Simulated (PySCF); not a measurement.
## Silver: a sound run and one with changed settings

Sound run: Ag [Kr] 4d10 5s1, Ag⁺ [Kr] 4d10. Calculation: PySCF 2.14, in cc-pVDZ-PP with ECP28MDF (4s4p3d1f, 38 functions); a scalar-relativistic core potential. The sound run starts from symmetry-adapted Hartree-Fock orbitals and uses a fine grid where one is needed.

Changed run: basis STO-3G, all-electron and non-relativistic. This setting is unsound on purpose.

| species | method | sound run (hartree) | changed run (hartree) | converged |
| --- | --- | --- | --- | --- |
| Ag | UHF | -146.05409 | -5146.35124 | yes |
| Ag | r2SCAN | -146.95774 | -5148.36512 | yes |
| Ag | TPSS | -146.85427 | -5147.94961 | yes |
| Ag⁺ | UHF | -145.82049 | -5146.23635 | yes |
| Ag⁺ | r2SCAN | -146.66840 | -5148.22567 | yes |
| Ag⁺ | TPSS | -146.56827 | -5147.81284 | yes |

Ionisation energy of Ag:

```csv
method,sound run (eV),changed run (eV)
UHF,6.356,3.126
r2SCAN,7.873,3.795
TPSS,7.782,3.722
```

A minimal basis cannot let orbitals breathe on ionisation and holds almost no correlation. The Hamiltonian changed with the basis, so the totals do not compare.

For comparison, NIST gives 7.576 eV between the lowest levels.
